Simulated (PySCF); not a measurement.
Job file and geometry (Å, from GFN2-xTB) of an NMR shielding run on `C[SiH2][C@@](F)(Cl)CCCCl`, C$_{5}$H$_{11}$Cl$_{2}$FSi, PySCF, GIAO PBE0/pcSseg-1 NMR shielding, non-relativistic, gas phase; density fitting, a coarse starting grid and PySCF grid level 2 are the driver's defaults:

```
$ OMP_NUM_THREADS=1 python probes_run.py task.json out

{"job": {"kind": "nmr", "xc": "PBE0", "basis": "pcSseg-1"}, "charge": 0, "multiplicity": 1}
C     -3.597572    -0.103954     0.155472
Si    -1.966838    -0.767892     0.841227
C     -0.550387     0.252859    -0.005482
F     -0.744973     0.242773    -1.372693
Cl    -0.752738     1.961663     0.513005
C      0.862127    -0.215230     0.283556
C      1.935270     0.637775    -0.394226
C      3.324385     0.051914    -0.221685
Cl     3.794406     0.007104     1.501259
H     -3.745837     0.936009     0.434581
H     -4.441157    -0.672862     0.533585
H     -3.615686    -0.161278    -0.930270
H     -1.735487    -2.166504     0.465984
H     -1.797519    -0.558063     2.278069
H      0.936453    -1.245399    -0.074883
H      1.011996    -0.216225     1.363076
H      1.723950     0.697004    -1.464765
H      1.909858     1.648914     0.015155
H      3.371194    -0.975188    -0.583818
H      4.073406     0.657258    -0.731307
```

Task: Write the output of this run.

Result: 
```
coarse grid: 18208 points
cycle   1  E = -1505.9165253495  dE =  7.521e-01  |g| = 6.267e-01  |ddm| = 3.910e+00
cycle   2  E = -1505.8523060167  dE =  6.422e-02  |g| = 8.838e-01  |ddm| = 1.079e+00
cycle   3  E = -1505.9990369604  dE = -1.467e-01  |g| = 9.392e-02  |ddm| = 6.441e-01
cycle   4  E = -1506.0006741059  dE = -1.637e-03  |g| = 3.863e-02  |ddm| = 1.078e-01
cycle   5  E = -1506.0009854270  dE = -3.113e-04  |g| = 7.088e-03  |ddm| = 3.375e-02
cycle   6  E = -1506.0009970011  dE = -1.157e-05  |g| = 1.848e-03  |ddm| = 8.113e-03
cycle   7  E = -1506.0009976517  dE = -6.506e-07  |g| = 5.784e-04  |ddm| = 1.921e-03
final grid: 162160 points
cycle   8  E = -1506.0595750655  dE = -5.515e-05  |g| = 9.470e-03  |ddm| = 3.078e-02
cycle   9  E = -1506.0595641256  dE =  1.094e-05  |g| = 1.158e-02  |ddm| = 1.658e-02
cycle  10  E = -1506.0595950884  dE = -3.096e-05  |g| = 1.482e-03  |ddm| = 9.636e-03
cycle  11  E = -1506.0595954188  dE = -3.305e-07  |g| = 3.843e-04  |ddm| = 1.449e-03
cycle  12  E = -1506.0595954461  dE = -2.731e-08  |g| = 8.964e-05  |ddm| = 3.064e-04
cycle  13  E = -1506.0595954478  dE = -1.668e-09  |g| = 2.838e-05  |ddm| = 1.161e-04
cycle  14  E = -1506.0595954480  dE = -1.855e-10  |g| = 7.159e-06  |ddm| = 3.113e-05
converged SCF energy = -1506.0595954480

GIAO shielding tensors (ppm)
atom      isotropic    diamagn.    paramagn.     s11        s22        s33       span
  0 C      196.730     252.007     -55.277    192.910    194.613    202.666      9.756
  1 Si     379.916     880.993    -501.078    342.301    384.031    413.415     71.114
  2 C       66.202     246.470    -180.267     46.873     52.954     98.779     51.906
  3 F      327.044     478.381    -151.337    230.750    306.907    443.475    212.725
  4 Cl     705.991    1149.598    -443.608    382.138    738.062    997.772    615.634
  5 C      143.172     250.875    -107.703    124.768    137.242    167.506     42.738
  6 C      158.809     245.990     -87.181    149.154    151.875    175.398     26.244
  7 C      135.339     244.231    -108.892    104.927    138.440    162.651     57.724
  8 Cl     874.901    1145.159    -270.258    704.137    842.330   1078.238    374.101
  9 H       30.846      30.074       0.772     25.149     30.139     37.250     12.101
 10 H       31.562      26.463       5.099     26.624     27.628     40.433     13.809
 11 H       31.042      30.737       0.305     25.751     29.636     37.740     11.989
 12 H       27.404      30.157      -2.753     23.231     26.616     32.365      9.134
 13 H       27.526      29.896      -2.370     23.877     26.638     32.063      8.186
 14 H       29.881      33.341      -3.460     24.414     31.211     34.019      9.605
 15 H       29.209      31.490      -2.282     23.605     30.399     33.622     10.016
 16 H       29.569      31.153      -1.584     23.246     30.638     34.824     11.578
 17 H       29.280      30.314      -1.034     23.312     31.319     33.211      9.900
 18 H       28.245      27.937       0.308     22.605     27.882     34.247     11.642
 19 H       27.686      26.457       1.229     20.960     27.458     34.640     13.680
```

Task: Turn these shieldings into chemical shifts. Shifts are taken against calculated references (same method and geometry level): ¹³C (σref 186.93), ²⁹Si (σref 349.16), ¹H (σref 31.72) against TMS; ¹⁹F (σref 170.95) vs CFCl3; HCl for ³⁵Cl (σref 949.78).

Result: Averaging equivalent atoms: C 2: 120.7; C 7: 51.6; C 5: 43.8; C 6: 28.1; C 0: -9.8; Si 1: -30.8; F 3: -156.1; Cl 4: 244; Cl 8: 75; H 12: 4.31; H 13: 4.19; H 19: 4.03; H 18: 3.47; H 15: 2.51; H 17: 2.44; H 16: 2.15; H 14: 1.84; H 9/10/11: 0.57 ppm. Unscaled 19F shifts against computed CFCl3 carry errors that often reach 10 to 50 ppm.

Size and cost of the density-fitted run: 229 basis functions, 83 s wall time on 1 thread of an Arm Neoverse V1, shared host; peak memory 1.1 GiB.
